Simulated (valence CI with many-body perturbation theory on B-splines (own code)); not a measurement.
## E1 line list for Eu30+

Computed by relativistic CI+MBPT: five valence electrons over a frozen Dirac-Fock core [Ar] 3d10, radial functions for each j: 9 s, 9 p, 8 d, 6 f, 3 g, 1 h, with the one-electron correlation potential Σ1, the two-electron term Σ2, the three-electron term Σ3, Breit, model QED; selected CI, second order for the rest (own B-spline code, finite nucleus).

No measured spectrum was set against this ion. As an estimate, large intervals hold to a few tenths of a per cent, small ones and those within an open d or f shell to about a per cent. Among the levels kept, up to 250 cm⁻¹ of a level comes from second order outside the variational space, and about a tenth of that is noise between levels of different J, which matters for small intervals.

Lines 1 to 50 of 220 in falling wavelength, among levels below 1884500 cm⁻¹, chosen from the strongest by gf and those to the six lowest levels. Wavelengths and rates use the calculated energies. Electric multipoles are in the length gauge, E1 and E2 with the static RPA response of the core. Weak lines are less certain than strong ones. Lines between different terms over intervals too small for the method are left out, as are lines whose strength nearly cancels. Where a level lies close to another of its J and parity, the split of strength between their lines is uncertain. The highest levels of a list are the least certain.

Levels are named by their leading jj configuration (3d3/2^4 stands for four electrons in 3d with j = 3/2), which in mixed levels can hold well under half, so a name can repeat and another be missing. Letters in brackets count levels of one name in rising energy.

```tsv
λ vac (Å)	Upper	Lower	A (s⁻¹)	log gf	Branch %
509.2	(4s 4p1/2^2 4p3/2^2) J=5/2	(4s^2 4p3/2^3) J=3/2	1.42e+06	-3.48	0.0
390.6	(4s^2 4p1/2^2 4d3/2) J=3/2	(4s^2 4p3/2^3) J=3/2	1.67e+07	-2.81	0.1
335.4	(4s 4p1/2^2 4p3/2^2) J=1/2	(4s^2 4p3/2^3) J=3/2	3.81e+07	-2.89	0.0
296.4	(4s 4p1/2^2 4p3/2^2) J=3/2	(4s^2 4p3/2^3) J=3/2	8.25e+07	-2.36	0.1
261.2	(4s 4p1/2^2 4p3/2 4d3/2) J=5/2 [a]	(4s^2 4p1/2 4p3/2 4d5/2) J=3/2 [a]	1.51e+08	-2.03	0.9
252.3	(4s^2 4p1/2^2 4d5/2) J=5/2	(4s^2 4p3/2^3) J=3/2	9.92e+05	-4.25	0.0
250.7	(4s 4p1/2^2 4p3/2 4d3/2) J=3/2	(4s^2 4p1/2 4p3/2 4d5/2) J=5/2 [b]	1.71e+08	-2.19	0.8
248.3	(4s 4p1/2^2 4p3/2 4d3/2) J=3/2	(4s^2 4p1/2 4p3/2 4d3/2) J=1/2 [b]	3.31e+08	-1.91	1.5
243.7	(4s 4p1/2^2 4p3/2 4d3/2) J=7/2	(4s^2 4p1/2 4p3/2 4d5/2) J=5/2 [b]	3.39e+08	-1.62	3.8
232.4	(4s 4p1/2^2 4p3/2 4d3/2) J=5/2 [a]	(4s^2 4p1/2 4p3/2 4d3/2) J=3/2 [b]	4.99e+08	-1.62	2.9
231.2	(4s 4p1/2^2 4p3/2 4d3/2) J=3/2	(4s^2 4p1/2 4p3/2 4d3/2) J=3/2 [b]	1.67e+08	-2.27	0.8
230.8	(4p1/2^2 4p3/2^3) J=3/2	(4s^2 4p1/2 4p3/2 4d5/2) J=3/2 [a]	1.79e+08	-2.24	0.2
221.0	(4s 4p1/2^2 4p3/2 4d3/2) J=7/2	(4s^2 4p1/2 4p3/2 4d5/2) J=5/2 [a]	1.61e+09	-1.03	18.1
218.3	(4s 4p1/2^2 4p3/2 4d3/2) J=5/2 [b]	(4s^2 4p1/2 4p3/2 4d5/2) J=5/2 [c]	2.88e+08	-1.91	0.4
216.1	(4s 4p1/2^2 4p3/2 4d3/2) J=7/2	(4s^2 4p1/2 4p3/2 4d5/2) J=9/2	1.71e+08	-2.02	1.9
215.9	(4s 4p1/2^2 4p3/2 4d3/2) J=5/2 [a]	(4s 4p1/2 4p3/2^3) J=3/2 [b]	5.50e+08	-1.64	3.2
210.3	(4s 4p1/2^2 4p3/2 4d5/2) J=3/2	(4s^2 4p1/2 4p3/2 4d3/2) J=1/2 [b]	3.65e+08	-2.01	0.5
208.0	(4p1/2^2 4p3/2^3) J=3/2	(4s^2 4p1/2 4p3/2 4d3/2) J=3/2 [b]	7.09e+08	-1.74	0.7
206.9	(4s 4p1/2^2 4p3/2 4d5/2) J=5/2	(4s^2 4p1/2 4p3/2 4d5/2) J=7/2 [b]	5.83e+08	-1.65	0.6
204.7	(4s 4p1/2^2 4p3/2 4d3/2) J=5/2 [b]	(4s^2 4p1/2 4p3/2 4d5/2) J=7/2 [b]	2.08e+08	-2.11	0.3
204.4	(4p1/2^2 4p3/2^3) J=3/2	(4s^2 4p1/2 4p3/2 4d5/2) J=5/2 [a]	2.96e+08	-2.13	0.3
203.5	(4s 4p1/2^2 4p3/2 4d3/2) J=1/2	(4s 4p1/2 4p3/2^3) J=1/2	1.47e+09	-1.74	11.1
203.1	(4s 4p1/2^2 4p3/2 4d5/2) J=5/2	(4s^2 4p1/2 4p3/2 4d5/2) J=3/2 [a]	8.68e+08	-1.49	0.9
200.9	(4s 4p1/2^2 4p3/2 4d3/2) J=5/2 [b]	(4s^2 4p1/2 4p3/2 4d5/2) J=3/2 [a]	1.90e+08	-2.16	0.3
200.4	(4s 4p1/2^2 4p3/2 4d3/2) J=7/2	(4s^2 4p1/2 4p3/2 4d5/2) J=7/2 [a]	1.00e+08	-2.32	1.1
199.5	(4s 4p1/2 4p3/2^3) J=3/2 [a]	(4s^2 4p3/2^3) J=3/2	3.30e+08	-2.10	0.8
197.9	(4s 4p1/2^2 4p3/2 4d5/2) J=3/2	(4s^2 4p1/2 4p3/2 4d3/2) J=3/2 [b]	9.23e+08	-1.66	1.2
197.5	(4s 4p1/2^2 4p3/2 4d5/2) J=5/2	(4s^2 4p1/2 4p3/2 4d5/2) J=5/2 [b]	1.86e+09	-1.19	1.8
196.0	(4s 4p1/2^2 4p3/2 4d5/2) J=9/2	(4s^2 4p1/2 4p3/2 4d5/2) J=9/2	2.89e+09	-0.78	32.1
194.7	(4p1/2^2 4p3/2^3) J=3/2	(4s 4p1/2 4p3/2^3) J=3/2 [b]	3.02e+09	-1.16	3.2
194.7	(4s 4p1/2^2 4p3/2 4d5/2) J=3/2	(4s^2 4p1/2 4p3/2 4d5/2) J=5/2 [a]	7.74e+08	-1.75	1.0
192.3	(4s 4p1/2^2 4p3/2 4d3/2) J=5/2 [a]	(4s^2 4p1/2 4p3/2 4d3/2) J=7/2	1.06e+09	-1.45	6.1
189.8	(4s 4p1/2^2 4p3/2^2) J=5/2	(4s^2 4p1/2 4p3/2^2) J=5/2	3.37e+09	-0.96	19.1
187.4	(4s 4p1/2^2 4p3/2 4d3/2) J=7/2	(4s^2 4p1/2 4p3/2 4d3/2) J=7/2	3.38e+09	-0.85	38.0
185.9	(4s 4p1/2^2 4p3/2 4d5/2) J=3/2	(4s 4p1/2 4p3/2^3) J=3/2 [b]	8.98e+08	-1.73	1.2
185.5	(4p1/2^2 4p3/2^3) J=3/2	(4s 4p1/2 4p3/2^3) J=1/2	1.64e+09	-1.47	1.7
185.3	(4s 4p1/2 4p3/2^3) J=5/2	(4s^2 4p3/2^3) J=3/2	3.83e+09	-0.93	24.4
185.2	(4s 4p1/2^2 4p3/2 4d5/2) J=5/2	(4s^2 4p1/2 4p3/2 4d3/2) J=3/2 [b]	3.44e+08	-1.97	0.3
184.3	(4s 4p1/2^2 4p3/2 4d3/2) J=5/2 [a]	(4s^2 4p1/2 4p3/2 4d3/2) J=5/2	2.81e+09	-1.07	16.3
184.0	(4s^2 4p1/2^2 4d3/2) J=3/2	(4s^2 4p1/2 4p3/2^2) J=1/2	5.28e+05	-4.97	0.0
183.6	(4s 4p1/2^2 4p3/2 4d3/2) J=3/2	(4s^2 4p1/2 4p3/2 4d3/2) J=5/2	2.48e+09	-1.30	11.2
183.4	(4s 4p1/2^2 4p3/2 4d3/2) J=5/2 [b]	(4s^2 4p1/2 4p3/2 4d3/2) J=3/2 [b]	2.29e+09	-1.16	3.5
183.0	(4s 4p1/2^2 4p3/2 4d5/2) J=9/2	(4s^2 4p1/2 4p3/2 4d5/2) J=7/2 [a]	6.04e+09	-0.52	67.2
181.0	(4s^2 4p1/2 4p3/2 4d3/2) J=3/2 [a]	(4s^2 4p3/2^3) J=3/2	1.23e+09	-1.62	11.8
180.6	(4s 4p1/2^2 4p3/2 4d3/2) J=5/2 [b]	(4s^2 4p1/2 4p3/2 4d5/2) J=5/2 [a]	2.74e+09	-1.09	4.2
180.6	(4s^2 4p1/2 4p3/2 4d3/2) J=1/2 [a]	(4s^2 4p3/2^3) J=3/2	1.20e+09	-1.93	4.9
179.8	(4s 4p1/2^2 4p3/2 4d3/2) J=7/2	(4s^2 4p1/2 4p3/2 4d3/2) J=5/2	8.32e+08	-1.49	9.3
178.2	(4s 4p1/2^2 4p3/2^2) J=5/2	(4s^2 4p1/2 4p3/2^2) J=3/2	5.99e+09	-0.77	34.0
177.5	(4s 4p1/2^2 4p3/2 4d3/2) J=5/2 [a]	(4s^2 4p1/2 4p3/2 4d3/2) J=3/2 [a]	1.09e+09	-1.51	6.3
177.5	(4s 4p1/2^2 4p3/2 4d5/2) J=3/2	(4s 4p1/2 4p3/2^3) J=1/2	5.98e+08	-1.95	0.8
```
